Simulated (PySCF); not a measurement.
germylmethylgermane (CH₈Ge₂), SMILES [CH2]([GeH3])[GeH3].

The structure is a stationary point at TPSSh-D3(BJ)/def2-SVP.

Method: PySCF with CAM-B3LYP/def2-TZVP.

Symmetry labels are those of the subgroup C2v that the program uses (full group C2v).

Computed valence orbital energies around the gap with their symmetry:
```tsv
orbital	symmetry	energy (eV)
HOMO−7	A1	-16.41
HOMO−6	B2	-13.40
HOMO−5	A1	-11.84
HOMO−4	B1	-10.99
HOMO−3	A2	-10.79
HOMO−2	B2	-10.72
HOMO−1	A1	-10.29
HOMO	B1	-9.77
LUMO	A1	1.26
LUMO+1	A1	1.87
LUMO+2	A1	2.32
LUMO+3	B1	2.40
```
